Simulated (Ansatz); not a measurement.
`[NH2][In]([F])[F]` and `[F][In]([F])[O][SiH3]` differ in one atom or group.

Ansatz, PBE0-D4/def2-TZVP geometries, multiplicity 1. Each molecule was computed in one conformer, which needn't be the lowest.

Elements past krypton have def2 core potentials.

```json
{"property": "LUMO energy (B3LYP/def2-TZVPP) / eV", "`[NH2][In]([F])[F]`": "-2.63"}
{"property": "size of the dipole moment (ωB97M-V/def2-TZVPP) / D", "`[NH2][In]([F])[F]`": "3.78"}
{"property": "LUMO energy (ωB97M-V/def2-TZVPP) / eV", "`[NH2][In]([F])[F]`": "-0.34"}
{"property": "HOMO energy (PBE/def2-TZVPP) / eV", "`[NH2][In]([F])[F]`": "-6.98"}
{"property": "LUMO energy (PBE/def2-TZVPP) / eV", "`[NH2][In]([F])[F]`": "-3.17"}
{"property": "HOMO–LUMO gap (ωB97M-V/def2-TZVPP) / eV", "`[NH2][In]([F])[F]`": "10.43"}
```

(1) What does the change do to each property? (Best estimate.)

Results:

(1) Ansatz gave: 
| property | `[F][In]([F])[O][SiH3]` | shift |
| --- | --- | --- |
| LUMO energy (B3LYP/def2-TZVPP) / eV | -3.42 | -0.79 |
| size of the dipole moment (ωB97M-V/def2-TZVPP) / D | 1.35 | -2.43 |
| LUMO energy (ωB97M-V/def2-TZVPP) / eV | -1.07 | -0.73 |
| HOMO energy (PBE/def2-TZVPP) / eV | -7.61 | -0.63 |
| LUMO energy (PBE/def2-TZVPP) / eV | -3.99 | -0.82 |
| HOMO–LUMO gap (ωB97M-V/def2-TZVPP) / eV | 10.28 | -0.15 |

With PBE0 the HOMO falls by 0.64 eV and the LUMO falls by 0.80 eV, so the gap narrows by about 0.16 eV. PBE moves the HOMO by -0.63 eV and ωB97M-V by -0.58 eV. The zero-point energy changes by 9.9 kJ/mol with +6 modes. Dipoles are sizes alone; their direction can turn.

B3LYP here is the variant with VWN-RPA as its local correlation; programs differ in this.
